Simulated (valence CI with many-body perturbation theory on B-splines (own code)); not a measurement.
Basis-set convergence for Kr4+

Computed by valence CI with perturbative core correlation (CI+MBPT): four valence electrons over a frozen Dirac-Fock core [Ar] 3d10, a basis of 9 s, 9 p, 8 d, 6 f, 3 g, 1 h functions for each j, with the one-electron correlation potential Σ1 (screened to all orders), the two-electron term Σ2, the three-electron term Σ3, Breit, model QED; selected single and double excitations, second order for the rest, scaled by the run's own slope (own B-spline code, finite nucleus).

Set against measurement, 27 paired levels are off by 134 cm⁻¹ on average, the worst by 779. These come from a selection out of Saloman, J. Phys. Chem. Ref. Data 36, 215 (2007). Levels without a partner in it may be off by more. Among the levels kept, up to 320 cm⁻¹ of a level comes from second order outside the variational space, and about a tenth of that is noise between levels of different J, which matters for small intervals.

The reference run has the lowest level 4s²4p² ³P_0 and an ionisation energy of 64.3375 eV. Its largest variational space holds 20360 state functions.

Names give the largest LS component (configuration and term), which can be under half, so a name can repeat, a term be missing and a line seem to break the LS rules; names also repeat where a configuration has a term twice.

Changed runs:
A. basis 6 s, 6 p, 5 d, 3 f, 1 g
B. basis 5 s, 5 p, 4 d, 2 f

Excitation energies of the reference run in cm⁻¹, and shifts in cm⁻¹:

```tsv
Level	Reference	A	B
4s²4p² ³P_1	3736	-7.5	-22
4s²4p² ³P_2	7589	-1.0	+6.3
4s²4p² ¹D_2	19763	+75	+309
4s²4p² ¹S_0	39296	+133	+502
4s4p³ ⁵S°_2	97390	-179	-544
4s4p³ ³D°_1	129453	-25	+19
4s4p³ ³D°_2	129576	-24	+22
4s4p³ ³D°_3	130810	-25	+16
4s4p³ ³P°_0	147771	+40	+249
4s4p³ ³P°_1	148131	+37	+241
4s4p³ ³P°_2	148506	+33	+223
4s4p³ ¹D°_2	163198	+12	+139
Ionisation energy (eV)	64.3375	-0.0162	-0.0484
```
